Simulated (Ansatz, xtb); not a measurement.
**Relative energy of two isomers of C3H5ClF2O2S**

Structure I is `C[C@](F)(CF)S(=O)(=O)Cl`, a singlet and structure II is `CCC(F)(F)S(=O)(=O)Cl`, a singlet. Both are isolated molecules in the gas phase, relaxed with PBE0-D3(BJ)/def2-SVP, each in the lowest conformer that the search found.

Quicker runs give these differences E(II) − E(I): GFN2-xTB 0.0 kcal/mol; HF/STO-3G −7.5 kcal/mol (at GFN2-xTB geometries); r2SCAN-D4/def2-SVP −7.0 kcal/mol (at GFN2-xTB geometries).

Estimate E(II) − E(I) at the level CCSD(T)/def2-SVP + ΔMP2/def2-TZVPP.

Calculated at CCSD(T)/def2-SVP + ΔMP2/def2-TZVPP: E(II) − E(I) = −3.8 kcal/mol, so structure II lies lower.

How the difference moves with the method:

```
                             level              geometry  E(II) − E(I) (kcal/mol)  departure from the last row (kcal/mol)  job, with rough time for the two
                          GFN2-xTB              GFN2-xTB                       0.0                                    +3.8               optimisation, 0.3 s
                         HF/STO-3G              GFN2-xTB                      −7.5                                    −3.7              single point, 0.64 s
                r2SCAN-D4/def2-SVP              GFN2-xTB                      −7.0                                    −3.3               single point, 5.4 s
              PBE0-D3(BJ)/def2-SVP  PBE0-D3(BJ)/def2-SVP                      −6.0                                    −2.2                optimisation, 73 s
                       HF/def2-SVP  PBE0-D3(BJ)/def2-SVP                      −4.0                                    −0.2           part of the CCSD(T) run
                      MP2/def2-SVP  PBE0-D3(BJ)/def2-SVP                      −5.7                                    −1.9           part of the CCSD(T) run
                  CCSD(T)/def2-SVP  PBE0-D3(BJ)/def2-SVP                      −5.2                                    −1.4                      single point
CCSD(T)/def2-SVP + ΔMP2/def2-TZVPP  PBE0-D3(BJ)/def2-SVP                      −3.8                                                     single point, 3.1 min
```

As drawn, both hold the same kinds of bond in the same numbers.

GFN2-xTB finds them nearly level. The largest departure from CCSD(T)/def2-SVP + ΔMP2/def2-TZVPP is that of GFN2-xTB, 3.8 kcal/mol. The last row adds to CCSD(T) the change of the MP2 difference between the two basis sets, here +1.4 kcal/mol.

With thermal terms from frequencies at re-optimised GFN2-xTB minima (ideal gas, soft modes damped towards free rotors, one conformer each, 298.15 K, 1 atm): on the last row, ΔE + ΔZPE = −3.4, ΔH = −3.5, ΔG = −3.2 kcal/mol.

The correlated steps freeze 17 core orbitals. Mirror images aren't counted in ΔG. Run with Ansatz 0.2.0, xtb 6.7.1; the last row on 4 threads of Arm Neoverse V1 on a shared host.
